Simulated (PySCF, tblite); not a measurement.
Q: Write Cartesian coordinates for InChI=1S/C8H6NP/c1-3-5-9-6-8(4-2)10-7-9/h1-2,6-7H,5H2 as optimised with GFN2-xTB.

A: 
```xyz
16
C8H6NP angstrom
C     -3.0856    0.2170   -1.2737
C     -2.4569   -0.3596   -0.4353
C     -1.6378   -1.0024    0.5807
N     -0.4281   -0.2469    0.8194
C     -0.3376    0.7462    1.7340
P      1.1785    1.5481    1.7612
C      1.6978    0.4699    0.4433
C      2.9674    0.5003   -0.1561
C      4.0602    0.5448   -0.6535
C      0.6984   -0.4020    0.0897
H     -3.6569    0.7024   -2.0076
H     -1.3724   -2.0122    0.2477
H     -2.2066   -1.0756    1.5143
H     -1.1861    0.9566    2.3616
H      5.0115    0.5789   -1.0932
H      0.7468   -1.1564   -0.6762
```

Orientation and origin are arbitrary. Atoms count from 1 in this order. N4 (pyrrole-type nitrogen) is planar (angles 123.4°, 123.3° and 113.2°, sum 359.9°, 0.03 Å off the plane of its three neighbours). The 5-membered ring N4–C5–P6–C7–C10 has internal angles of 87.9° to 114.4°; it is planar, 0.00 Å rms from its mean plane, widest ring torsion 1°. P6 (phosphorus bonded to 2 C) is bent (angle 87.9°). The C–C distances run from 1.196 Å (C1≡C2, drawn triple) to 1.455 Å (C2–C3, drawn single), a spread of 0.259 Å.

Bonds between heavy atoms (Å): C1≡C2 1.196, C2–C3 1.455, C3–N4 1.446, N4–C5 1.353, C5–P6 1.715, P6–C7 1.780, C7–C8 1.404, C8≡C9 1.202, C7–C10 1.373, N4–C10 1.351.

Structure optimised with GFN2-xTB, isolated species.

Point group: C1 (no symmetry element, even within 0.4 Å). Its GFN2-xTB frequencies are all real (lowest 17 cm⁻¹). One conformer, not necessarily the lowest (C2–C3–N4–C5 89°).

All values are computed, not measured.
